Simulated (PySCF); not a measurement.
A calculated (HSE06, PySCF 2.14, dyall-av3z, the non-relativistic Hamiltonian (point nucleus)) atom or ion has these occupied shells.

| shell | electrons | orbital energy (eV) | rms radius, mean of both spins (bohr) |
| --- | --- | --- | --- |
| 1s α | 1 | -3150.9 | 0.0999 |
| 1s β | 1 | -3150.7 | 0.0999 |
| 2s α | 1 | -318.70 | 0.452 |
| 2s β | 1 | -318.46 | 0.452 |
| 2p α | 3 | -251.28 | 0.420 |
| 2p β | 3 | -250.91 | 0.420 |
| 3s α | 1 | -39.744 | 1.48 |
| 3s β | 1 | -37.828 | 1.48 |
| 3p α | 3 | -24.091 | 1.69 |
| 3p β | 2 | -22.919 | 1.69 |

(1) Name the element and its charge.

Answers

(1) Ar⁺ (argon, charge +1), in [Ne] 3s2 3p5, 2P determinant.
